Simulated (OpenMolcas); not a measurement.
# Sc2+: moving or changing the point charges

Sc2+ among 6 point charges of -1 e arranged as an octahedron (Oh), 1.98 Å from the ion.
```
   1.9800    0.0000    0.0000  -1.00
   0.0000    1.9800    0.0000  -1.00
  -1.9800    0.0000    0.0000  -1.00
   0.0000   -1.9800    0.0000  -1.00
   0.0000    0.0000    1.9800  -1.00
   0.0000    0.0000   -1.9800  -1.00
```

```json
{
 "Program": "OpenMolcas",
 "Method": "CASSCF",
 "Basis": "ANO-RCC-VDZP [5s4p2d1f]",
 "Scalar Hamiltonian": "DKH2, point nucleus",
 "Active space": "1 electron in 5 orbitals (3d)",
 "State averaging": "2S+1 = 2 even, 5 roots",
 "Spin-orbit coupling": "RASSI with atomic mean-field integrals over the reference wave functions"
}
```

Runs around this geometry, states (labels of O, the rotations of Oh). Energies in cm-1 above the lowest state or level, χT in cm3 K/mol; under a threefold ground state the first gap can be a small split of the lowest multiplet, not the spin-orbit step; 10Dq is the gap between the two states.

```tsv
R (Å)	q (e)	Ground state	First state of that spin	10Dq	First gap with spin-orbit (degeneracies)	χT at 300 K
1.98	-0.8	2T2	2E 8029	8029	106.8 (4, 2)	0.557
1.89	-1	2T2	2E 12522	12522	98.3 (4, 2)	0.557
1.98	-1	2T2	2E 10330	10330	102.6 (4, 2)	0.556
2.07	-1	2T2	2E 8593	8593	105.9 (4, 2)	0.556
```

Taking |10Dq| as R^-n, n = -ln(8593 / 12522) / ln(2.07 / 1.89) = 4.1 between the shortest and longest distance. The point-charge formula for a cubic d site gives n = 5.

Scaling the charges by -0.8 / -1 = 0.80 scales |10Dq| by 8029 / 10330 = 0.78; with fixed orbitals a first-order splitting would follow the charge.

An orbital triplet at a regular site is open to Jahn-Teller coupling, which can distort the site and quench the lowest spin-orbit gaps and is left out. Point charges carry no covalency, so the field is a model and not that of real ligands. No measured value stands beside these numbers.
